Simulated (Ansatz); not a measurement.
Reaction (formal exchange of groups at the In–F bond): `[CH3][In]([CH3])[F]` + CH₄ → `[CH3][In]([CH3])[CH3]` + H–F

Isolated molecules relaxed with PBE0-D4/def2-TZVP in Ansatz; ΔE leaves out vibrations. CCSD(T)/CBS is the MP2 limit (def2-TZVPP, def2-QZVPP) plus CCSD(T) − MP2 in def2-TZVPP, frozen cores. This one scheme is used for every species. DFT in def2-TZVPP. Elements past krypton have def2 core potentials. For In outer-core shells are correlated without core-valence functions, which leaves a few kJ/mol of doubt a bond.

Q: Is it downhill or uphill in electronic energy at CCSD(T)/CBS, and by how much? (An estimate is asked.)

A: The calculation gave: Uphill: ΔE = +1.21 eV.

Q: What do these levels give: r2SCAN-D4, B2PLYP, r2SCAN0, CCSD(T)/def2-SVP, CCSD(T)/def2-TZVPP, SCS-MP2/def2-QZVPP? (Best estimate.)

A: The calculation gave: r2SCAN-D4 1.37, B2PLYP 1.34, r2SCAN0 1.30, CCSD(T)/def2-SVP 1.37, CCSD(T)/def2-TZVPP 1.16, SCS-MP2/def2-QZVPP 1.25 eV.

Largest T1 diagnostic among the species: 0.014.

From r2SCAN to r2SCAN0 (25 % exact exchange), in def2-TZVPP and without D4, ΔE moves by −0.08 eV. In def2-TZVPP, CCSD(T) changes the Hartree–Fock value by −0.25 eV (the triples alone add −0.02 eV) and MP2 by −0.28 eV. At CCSD(T), def2-SVP lies +0.16 eV from the extrapolated value and def2-TZVPP −0.05 eV.
